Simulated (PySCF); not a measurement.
C₃H₇BF₂O, SMILES FCB(F)[C@H](O)C. Atoms are numbered in the order given.

```xyz
14

C     -1.5566     0.1501    -1.0166
C     -0.8594     0.4244     0.3251
O     -1.6641     0.0656     1.4339
B      0.4944    -0.3719     0.3727
F      0.6805    -1.3605     1.2420
C      1.6824    -0.0812    -0.6218
F      1.4366     1.0184    -1.4400
H     -2.4904     0.7341    -1.0922
H     -1.8218    -0.9155    -1.1097
H     -0.9117     0.4383    -1.8605
H     -0.5923     1.5072     0.3421
H     -2.4915     0.5601     1.3667
H      2.6202     0.0957    -0.0591
H      1.8760    -0.9666    -1.2601
```

Geometry: r2SCAN-D4/def2-SVP. The structure was generated by enumeration; whether it is a known compound was not checked. Other conformers were not sampled.

Two levels are set side by side: PBE/pcSseg-1 (PySCF) and PBE0/pcSseg-1 (PySCF). GIAO shifts against BF3 (¹¹B), CFCl3 (¹⁹F), H2O (¹⁷O), TMS (¹H), TMS (¹³C) at the same level; non-relativistic, no solvent, atoms listed together averaged. Differences are taken from unrounded values.

```csv
quantity,PBE0
δ(¹³C) of C1 (ppm),22.6
δ(¹³C) of C2 (ppm),64.6
δ(¹⁷O) of O3 (ppm),45.0
δ(¹¹B) of B4 (ppm),47.1
δ(¹⁹F) of F5 (ppm),-42.9
δ(¹³C) of C6 (ppm),82.5
δ(¹⁹F) of F7 (ppm),-303.5
δ(¹H) of H11 (ppm),4.34
δ(¹H) of H12 (ppm),0.16
"δ(¹H) of H13, H14 (ppm)",4.82
```

### Question
What does PBE give, and how far is it from PBE0? (Estimate from the structure and the level; the computed values follow.)

### Answer

| quantity | PBE | PBE minus PBE0 |
|---|---|---|
| δ(¹³C) of C1 (ppm) | 23.8 | 1.2 |
| δ(¹³C) of C2 (ppm) | 68.6 | 4.1 |
| δ(¹⁷O) of O3 (ppm) | 57.1 | 12.2 |
| δ(¹¹B) of B4 (ppm) | 48.3 | 1.2 |
| δ(¹⁹F) of F5 (ppm) | -51.0 | -8.1 |
| δ(¹³C) of C6 (ppm) | 85.4 | 3.0 |
| δ(¹⁹F) of F7 (ppm) | -324.2 | -20.7 |
| δ(¹H) of H11 (ppm) | 4.64 | 0.30 |
| δ(¹H) of H12 (ppm) | -0.06 | -0.23 |
| δ(¹H) of H13, H14 (ppm) | 4.95 | 0.14 |

Rough cost on one machine, each run with all the roots and properties that it gave: PBE0 against PBE within a factor of 2.
